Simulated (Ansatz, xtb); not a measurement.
## H6OSi3: 9 structures ranked

9 gas-phase structures of H6OSi3, found in a search over its isomers (lower ones may exist). Each was relaxed with GFN2-xTB; where two conformers were screened, the lower at r2SCAN-D4/def2-SVP is listed:

A. `O=[SiH][SiH2][SiH3]`, a singlet
B. `[SiH]O[SiH2][SiH3]`, a singlet
C. `[SiH3]O[Si][SiH3]`, a singlet
D. `[SiH3]O[Si][SiH3]`, a triplet
E. `[SiH][SiH2]O[SiH3]`, a triplet
F. `O=[Si]([SiH3])[SiH3]`, a singlet
G. `[SiH][SiH2]O[SiH3]`, a singlet
H. `O1[SiH2][SiH2][SiH2]1`, a singlet
I. a singlet given by its coordinates

I (Å):

```yaml
atoms:
  - { symbol: O, position_ang: [1.0715, -0.2901, 1.2964] }
  - { symbol: Si, position_ang: [-1.6637, 1.2779, 1.1784] }
  - { symbol: Si, position_ang: [0.5289, 1.1652, 0.8110] }
  - { symbol: Si, position_ang: [0.9705, -1.8849, 1.5076] }
  - { symbol: H, position_ang: [-2.0253, 2.6742, 0.7861] }
  - { symbol: H, position_ang: [-2.2181, 0.5444, -0.0032] }
  - { symbol: H, position_ang: [1.8973, 1.6902, 0.5673] }
  - { symbol: H, position_ang: [-0.0140, -2.1382, 2.5567] }
  - { symbol: H, position_ang: [2.3220, -2.2849, 1.8912] }
  - { symbol: H, position_ang: [0.5608, -2.4515, 0.2242] }
```

Close contacts (Å): O1–Si3 1.63, O1–Si4 1.61, Si2–Si3 2.23, Si2–H5 1.49, Si2–H6 1.50, Si3–H7 1.49, Si4–H8 1.46, Si4–H9 1.46, Si4–H10 1.46.

Problem. Estimate their order in r2SCAN-D4/def2-SVP energy at these geometries, lowest first.

Solution. Calculated order at r2SCAN-D4/def2-SVP: H (0.0), B (115.4), C (123.8), I (163.1), A (170.1), F (175.2), G (180.9), E (183.9), D (192.7) kJ/mol. Less than 1 kcal/mol parts G and E, so the order within that pair means little.

Energies above the lowest of each column, in kJ/mol; the last columns are at B3LYP-D3(BJ)/def2-SVP geometries and were run for some of them only (a dash: not run or not comparable):

```json
{"structure": "H", "GFN2-xTB": "26.4", "HF/STO-3G": "0.0", "r2SCAN-D4/def2-SVP": "0.0", "B3LYP-D3(BJ)/def2-SVP": "0.0", "CCSD(T)/def2-SVP + ΔMP2/def2-TZVPP": "0.0"}
{"structure": "B", "GFN2-xTB": "45.2", "HF/STO-3G": "77.1", "r2SCAN-D4/def2-SVP": "115.4", "B3LYP-D3(BJ)/def2-SVP": "87.1", "CCSD(T)/def2-SVP + ΔMP2/def2-TZVPP": "96.7"}
{"structure": "C", "GFN2-xTB": "0.0", "HF/STO-3G": "100.8", "r2SCAN-D4/def2-SVP": "123.8", "B3LYP-D3(BJ)/def2-SVP": "–", "CCSD(T)/def2-SVP + ΔMP2/def2-TZVPP": "–"}
{"structure": "I", "GFN2-xTB": "41.2", "HF/STO-3G": "293.1", "r2SCAN-D4/def2-SVP": "163.1", "B3LYP-D3(BJ)/def2-SVP": "–", "CCSD(T)/def2-SVP + ΔMP2/def2-TZVPP": "–"}
{"structure": "A", "GFN2-xTB": "65.1", "HF/STO-3G": "205.5", "r2SCAN-D4/def2-SVP": "170.1", "B3LYP-D3(BJ)/def2-SVP": "–", "CCSD(T)/def2-SVP + ΔMP2/def2-TZVPP": "–"}
{"structure": "F", "GFN2-xTB": "55.1", "HF/STO-3G": "194.0", "r2SCAN-D4/def2-SVP": "175.2", "B3LYP-D3(BJ)/def2-SVP": "–", "CCSD(T)/def2-SVP + ΔMP2/def2-TZVPP": "–"}
{"structure": "G", "GFN2-xTB": "15.5", "HF/STO-3G": "214.7", "r2SCAN-D4/def2-SVP": "180.9", "B3LYP-D3(BJ)/def2-SVP": "–", "CCSD(T)/def2-SVP + ΔMP2/def2-TZVPP": "–"}
{"structure": "E", "GFN2-xTB": "–", "HF/STO-3G": "228.8", "r2SCAN-D4/def2-SVP": "183.9", "B3LYP-D3(BJ)/def2-SVP": "–", "CCSD(T)/def2-SVP + ΔMP2/def2-TZVPP": "–"}
{"structure": "D", "GFN2-xTB": "–", "HF/STO-3G": "230.5", "r2SCAN-D4/def2-SVP": "192.7", "B3LYP-D3(BJ)/def2-SVP": "–", "CCSD(T)/def2-SVP + ΔMP2/def2-TZVPP": "–"}
```

CCSD(T)/def2-SVP + ΔMP2/def2-TZVPP puts H lowest of those it was run on; GFN2-xTB picks C. Flexible structures stand in one conformer each, not always the lowest. Frequencies (B3LYP-D3(BJ)/def2-SVP) were run for B, H alone. GFN2-xTB has no spin polarisation and isn't compared across spin states. Open shells are spin-unrestricted. ΔMP2 is the change of the MP2 energy from the smaller to the larger basis.

Over these structures GFN2-xTB departs from r2SCAN-D4/def2-SVP by 43.0 kJ/mol on average once a common shift is removed. A GFN2-xTB relaxation took about 0.29 s and the r2SCAN-D4/def2-SVP energy about 3.9 s on a shared host (Ansatz 0.2.0, xtb 6.7.1).
